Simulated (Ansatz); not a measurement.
BeH2 (SMILES [BeH2]) moved off its minimum; all values from Ansatz (a quantum-chemistry and plane-wave program), cores frozen in correlated methods.
(charge 0, multiplicity 1)
```xyz
3

Be     0.0669     0.0655     0.0323
H     -0.0715    -0.0456     1.1620
H     -0.0220    -0.0442    -1.3429
```

Q: Give the forces (eV/Å), the total energy and the dipole at CCSD(T)/aug-cc-pVTZ.

A: 
```csv
atom,Fx,Fy,Fz
Be1,0.077,-0.018,-5.017
H2,-0.307,-0.212,4.391
H3,0.230,0.230,0.626
```
Energy -15.8337 hartree, dipole 0.70 D.
